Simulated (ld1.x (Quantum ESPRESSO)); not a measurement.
Configuration tests for P (Z = 15) (ultrasoft)

ld1.x (Quantum ESPRESSO) 7.5 input, shortened:

```
&input
   title='P', zed=15., rel=1, dft='PBESOL', iswitch=3,
   config='[Ne] 3s2 3p3'
 /
 &inputp
   pseudotype=3, tm=.true., lloc=-2, rcloc=1.35,
   nlcc=.true., rcore=1.35,
   which_augfun='PSQ', rmatch_augfun_nc=.true.
 /
4
3S  1  0   2.00   0.00  1.15  1.30  0.0
3S  1  0   0.00  -0.70  1.15  1.30  0.0
3P  2  1   3.00   0.00  1.95  2.30  0.0
3P  2  1   0.00   4.85  1.95  2.30  0.0
 &test
   configts(1)='3s2 3p3'
 /
```

Energies are relative to the spin-unpolarised reference configuration 3s2 3p3; without spin polarisation the order of configurations can differ from experiment. Not all tests gave a result: test run stopped at test 5 of 7 (negative rho). The frozen-core shift is the all-electron ΔE with the core orbitals held at their reference shape minus the fully relaxed ΔE.

Problem. Give the all-electron excitation energy and the error of the potential for: 3s2 3p2; 3s2 3p1; 3s2 3p0; 3s1 3p0.

Solution.

| valence configuration | charge | ΔE all-electron (eV) | error AE − PS (meV) | frozen-core shift (meV) |
| --- | --- | --- | --- | --- |
| 3s2 3p2 | +1 | 9.698 | +2.1 | +1.2 |
| 3s2 3p1 | +2 | 28.810 | +14 | +10 |
| 3s2 3p0 | +3 | 58.515 | +52 | +45 |
| 3s1 3p0 | +4 | 110.428 | -9.8 | +151 |

Levels in the configuration 3s2 3p1:

| level | all-electron (eV) | pseudo (eV) |
| --- | --- | --- |
| 3s | -33.897 | -33.916 |
| 3p | -24.240 | -24.218 |
